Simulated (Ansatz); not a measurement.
CH$_{3}$ClOSi, SMILES `CO[Si]Cl`. Total charge 0; spin multiplicity 1.

```csv
atom,x (Å),y (Å),z (Å)
C1,-0.417,-0.613,-0.427
O2,0.478,0.442,-0.713
Si3,1.257,1.595,0.123
Cl4,0.631,1.245,2.114
H5,-0.631,-0.672,0.642
H6,-1.345,-0.445,-0.976
H7,0.027,-1.552,-0.763
```

Problem. What are the harmonic wavenumbers in cm⁻¹ at PBE0-D4/def2-TZVP (Ansatz, finite differences of forces, unscaled)? (An estimate is asked.)

Solution. The calculation gave: 70, 172, 190, 342, 486, 747, 1155, 1180, 1200, 1470, 1493, 1494, 3051, 3134, 3138.

Problem. Is this a minimum?

Solution. Yes, all 15 modes are real.

Problem. Give the ideal-gas thermochemistry at 298.15 K and 1 bar (rigid rotor, harmonic oscillator; point group Cs, symmetry number 1).

Solution. Zero-point energy 115.6 kJ/mol; H(298) − E = 132.7 kJ/mol; entropy 321.4 J/(mol·K), of which translation 165.6, rotation 109.3, vibration 46.5; G(298) − E = 36.9 kJ/mol. Modes under 100 cm⁻¹ are hindered rotations or soft bends, so the harmonic entropy is rough.

Problem. And at 400, 500, 600, 800 and 1000 K?

Solution. 
```json
{"T (K)": "400", "H − E (kJ/mol)": "141.0", "S (J/mol/K)": "345.2", "G − E (kJ/mol)": "2.9"}
{"T (K)": "500", "H − E (kJ/mol)": "150.1", "S (J/mol/K)": "365.4", "G − E (kJ/mol)": "-32.6"}
{"T (K)": "600", "H − E (kJ/mol)": "160.0", "S (J/mol/K)": "383.5", "G − E (kJ/mol)": "-70.1"}
{"T (K)": "800", "H − E (kJ/mol)": "182.0", "S (J/mol/K)": "415.0", "G − E (kJ/mol)": "-150.1"}
{"T (K)": "1000", "H − E (kJ/mol)": "206.0", "S (J/mol/K)": "441.8", "G − E (kJ/mol)": "-235.8"}
```

Problem. Rotational constants (cm⁻¹)?

Solution. 0.2648, 0.1057, 0.07662.
